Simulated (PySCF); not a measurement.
# Computed properties of In(OMe)(NH2)2 (CH7InN2O), SMILES [In]([O]C)([NH2])[NH2]

CH₇InN₂O, SMILES C[O][In]([NH2])[NH2]. The structure is a stationary point at B3LYP-D3(BJ)/def2-SVP. The structure was generated by enumeration; whether it is a known compound was not checked. The def2 effective core potentials stand for the cores of In; spin–orbit coupling is left out. Other conformers were not sampled. All values are computed for the isolated molecule unless a solvent is named; none is compared with measurement here.

**Structure.** All 30 harmonic modes at B3LYP-D3(BJ)/def2-SVP (PySCF) are real, so it is a minimum. With heavy atoms numbered as in [In:1]([O:2][CH3:3])([NH2:7])[NH2:10], the shortest bond between them is O2–C3 at 1.398 Å and the longest In1–N7 at 2.051 Å.

**Vibrations.** The strongest infrared lines (harmonic, unscaled, degenerate partners summed) lie at 1126 cm⁻¹ (225 km/mol, O 48 %, C 43 %, H 8 %), 460 cm⁻¹ (140 km/mol, N 51 %, H 45 %), 2926 cm⁻¹ (135 km/mol, H 97 %). The softest mode is at 40 cm⁻¹ and the zero-point energy is 56.4 kcal/mol.

**Electronic structure.** M06-2X/def2-TZVP (PySCF) places the frontier levels at -8.58 and -0.64 eV, a gap of 7.94 eV, and gives a dipole moment of 2.93 D and a mean polarisability of 66.1 bohr³. PBE/def2-TZVP (PySCF) at the same geometry gives -5.58 and -2.12 eV, so its gap is 4.48 eV narrower. An orbital gap is neither the optical nor the fundamental gap.

**Excitations.** TDDFT-B3LYP/def2-SVPD (PySCF) has S1 at 4.22 eV (294 nm, f = 0.005, weak); the most intense of the 10 singlets computed lies at 5.21 eV (f = 0.07). T1 (TDA) is at 3.72 eV. TDDFT-PBE/def2-SVPD (PySCF) puts S1 at 3.53 eV. No vertical singlet excitation falls in the visible range (under 3.1 eV).
